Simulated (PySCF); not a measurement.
Compound: C6H6F2O (charge +1 and doublet state).
Geometry (GFN2-xTB, Å), atoms numbered from 1 in this order:
```xyz
15
C6H6F2O angstrom
O     -3.834   -0.500   -0.677
C     -2.852   -0.086   -0.285
C     -1.641    0.336    0.130
F     -1.560    1.386    0.941
C     -0.388   -0.309   -0.268
C      0.746    0.640   -0.780
C      1.793    0.073    0.190
F      2.633   -0.799   -0.412
C      0.619   -0.633    0.885
H     -0.572   -1.156   -0.929
H      0.997    0.455   -1.824
H      0.530    1.688   -0.588
H      2.396    0.772    0.771
H      0.782   -1.704    1.000
H      0.346   -0.154    1.822
```

The hyperfine couplings belong to this conformer and change with its torsions.

Identity: `O=[C+][C]([C@H]1C[C@@H](C1)F)F` [radical] (charge +1).

Theory: PySCF, UKS B3LYP, pcH-1 on C F H O, non-relativistic, mean-field spin-orbit, GIAO. The structure is a single GFN2-xTB conformer in the gas phase; no vibrational or solvent corrections. Couplings are sensitive to structure, and on GFN2-xTB geometries they can be far from those on DFT ones, by a factor of two or more for some ions and for spin on atoms past the first row. No stability test was run, so a lower SCF solution isn't excluded.

Mulliken spin populations: O1 +0.215, C2 +0.102, C3 +0.426, F4 +0.066, C5 -0.004, C6 +0.094, C7 -0.009, F8 -0.001, C9 +0.094, H10 -0.001, H11 +0.012, H12 -0.002, H13 0.000, H14 +0.012, H15 -0.002.

(1) What dipolar couplings does the calculation give for H10, H11, H12, H13, H14, H15?

(2) Estimate them with point dipoles: put each population ρk at its nucleus, leave out the nucleus itself and the atom bound to it, and sum T = Σ [ρk/(2S)]·C·(3 n nᵀ − 1)/r³ with C = μ0 gₑ μB g_N μN/(4π h) = 79.06 MHz Å³.

Answers

(1) 
```tsv
atom	position	distance from C3 (Å)	T1 (MHz)	T2	T3
H10	2 bonds from C3	2.12	-4.08	-0.86	4.94
H11	3 bonds from C3	3.28	-4.74	-1.38	6.13
H12	3 bonds from C3	2.66	-5.39	1.10	4.30
H13	4 bonds from C3	4.11	-1.49	-0.98	2.47
H14	3 bonds from C3	3.28	-4.74	-1.38	6.12
H15	3 bonds from C3	2.66	-5.38	1.10	4.28
```

(2) 
```tsv
atom	T1 (MHz)	T2	T3	T3, computed	difference in T3 (%)
H10	-4.93	-2.06	6.99	4.94	+41
H11	-1.45	-1.09	2.55	6.13	-58
H12	-2.30	-2.05	4.34	4.30	+1
H13	-1.77	-1.11	2.88	2.47	+17
H14	-1.46	-1.09	2.55	6.12	-58
H15	-2.30	-2.05	4.35	4.28	+1
```
